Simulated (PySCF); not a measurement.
Radial density of Si⁺ (silicon, charge +1)

UHF, [Ne] 3s2 3p1, 2P determinant. All numbers are calculated (PySCF 2.14, the spin-free X2C one-electron Hamiltonian (Gaussian nucleus), in aug-cc-pVDZ-DK (5s4p2d, 27 functions)).

```json
{"r (bohr)": "0.00161", "4πr²ρ (e/bohr)": "0.06458", "4πr²(ρα − ρβ)": "0.0000"}
{"r (bohr)": "0.00271", "4πr²ρ (e/bohr)": "0.1735", "4πr²(ρα − ρβ)": "0.0000"}
{"r (bohr)": "0.00456", "4πr²ρ (e/bohr)": "0.4473", "4πr²(ρα − ρβ)": "0.0000"}
{"r (bohr)": "0.00768", "4πr²ρ (e/bohr)": "1.126", "4πr²(ρα − ρβ)": "0.0000"}
{"r (bohr)": "0.0129", "4πr²ρ (e/bohr)": "2.692", "4πr²(ρα − ρβ)": "0.0000"}
{"r (bohr)": "0.0217", "4πr²ρ (e/bohr)": "5.865", "4πr²(ρα − ρβ)": "0.0001"}
{"r (bohr)": "0.0365", "4πr²ρ (e/bohr)": "10.86", "4πr²(ρα − ρβ)": "0.0006"}
{"r (bohr)": "0.0614", "4πr²ρ (e/bohr)": "15.38", "4πr²(ρα − ρβ)": "0.0028"}
{"r (bohr)": "0.103", "4πr²ρ (e/bohr)": "14.41", "4πr²(ρα − ρβ)": "0.0124"}
{"r (bohr)": "0.174", "4πr²ρ (e/bohr)": "9.836", "4πr²(ρα − ρβ)": "0.0409"}
{"r (bohr)": "0.292", "4πr²ρ (e/bohr)": "12.28", "4πr²(ρα − ρβ)": "0.0755"}
{"r (bohr)": "0.492", "4πr²ρ (e/bohr)": "13.49", "4πr²(ρα − ρβ)": "0.0422"}
{"r (bohr)": "0.827", "4πr²ρ (e/bohr)": "4.913", "4πr²(ρα − ρβ)": "0.0130"}
{"r (bohr)": "1.39", "4πr²ρ (e/bohr)": "1.572", "4πr²(ρα − ρβ)": "0.2900"}
{"r (bohr)": "2.34", "4πr²ρ (e/bohr)": "1.293", "4πr²(ρα − ρβ)": "0.4426"}
{"r (bohr)": "3.94", "4πr²ρ (e/bohr)": "0.1987", "4πr²(ρα − ρβ)": "0.1028"}
{"r (bohr)": "6.62", "4πr²ρ (e/bohr)": "0.003067", "4πr²(ρα − ρβ)": "0.0026"}
{"r (bohr)": "11.1", "4πr²ρ (e/bohr)": "1.934e-05", "4πr²(ρα − ρβ)": "0.0000"}
```

Densities and radii are taken from the X2C orbitals without a picture-change correction, which distorts them close to the nucleus.
